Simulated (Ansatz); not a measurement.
In₄Sb₃⁺, relaxed as a singlet with RKS PBE-D4/def2-SVP in Ansatz, starting from the GFN1-xTB geometry. Force threshold 0.03 eV/Å.

In the def2 sets In, Sb take a core potential; there is no spin–orbit coupling. The structure comes from a short search, and lower isomers may exist.

Start:

```tsv
atom	x (Å)	y (Å)	z (Å)
In1	-2.7689	-0.7457	0.3617
In2	-1.4018	1.5567	-0.7548
In3	2.4040	-2.1454	-0.2380
In4	0.2289	2.4923	1.4550
Sb5	1.5808	0.7439	-0.7344
Sb6	-0.2696	-1.2524	-1.4009
Sb7	0.2265	-0.6493	1.3114
```

(1) Estimate the energy that the relaxation releases and the steps that it takes.

(2) Does the start keep its bonding and symmetry?

(3) Predict the relaxed structure.

Answers

(1) 16.7 kcal/mol, in 5 steps; 19 s on 4 threads of Arm Neoverse V1 on a shared host. No frequencies were taken in this run, so the end may be a saddle point.

(2) By distances, no bond broke or formed. The bond that changes most is In1–Sb6, from 3.10 to 3.46 Å (atoms count from 1). The end is the same structure that another start reached, the lowest one found. Point group Cs at the start, Cs at the end, both within 0.05 Å.

(3) 
Cartesian coordinates in Å:
```
In -3.014 -0.805 0.522
In -1.336 1.538 -0.892
In 2.590 -2.328 -0.216
In 0.203 2.667 1.689
Sb 1.627 0.790 -0.841
Sb -0.268 -1.254 -1.527
Sb 0.199 -0.609 1.265
```
Bond lengths (bridged metal pairs left out): 7 × In–Sb 3.06 to 3.32 Å; 3 × Sb–Sb 2.87 to 2.90 Å; 2 × In–In 3.21 Å.
